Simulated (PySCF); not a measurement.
C2H8O2Si3.
Numbering: `[CH:1]#[C:2][SiH2:3][O:4][SiH2:5][O:6][SiH3:7]` (hydrogens: H8 on C1; H9, H10 on Si3; H11, H12 on Si5; H13, H14, H15 on Si7)

Torsions of this conformer, `[CH:1]#[C:2][SiH2:3][O:4][SiH2:5][O:6][SiH3:7]`: C2–Si3–O4–Si5 3°, Si3–O4–Si5–O6 -48°, O4–Si5–O6–Si7 -12°.

The closed-shell ground state was solved at several levels (PySCF, density fitting, gas phase, non-relativistic). Isolated species at its PBE0-D3(BJ)/def2-SVP geometry (one conformer only).

```csv
level,basis functions,HOMO (eV),LUMO (eV),gap (eV),dipole (D)
PBE0/pcSseg-1,180,-8.36,-0.62,7.74,1.12
CAM-B3LYP/def2-SVPD,222,-9.71,0.36,10.07,1.02
```

Task: What might HF/pcSseg-1 (180 basis functions) give for the same quantities?

Result: HOMO -11.13 eV, LUMO 2.98 eV, gap 14.11 eV, dipole 1.26 D.

Task: Over all these levels, which gives the widest orbital gap and which the narrowest?

Result: HF/pcSseg-1 (Hartree–Fock, all exact exchange) has the widest, 14.11 eV, and PBE0/pcSseg-1 (global hybrid, 25 % exact exchange) the narrowest, 7.74 eV. The two share the basis. From the narrowest to the widest the HOMO moves by -2.77 eV and the LUMO by +3.60 eV. The HOMO need not be the same orbital at Hartree–Fock and at DFT levels.

Task: How far do the dipole and the HOMO energy spread over the levels?

Result: The dipole runs from 1.02 to 1.26 D (mean 1.13 D) and the HOMO from -11.13 to -8.36 eV.
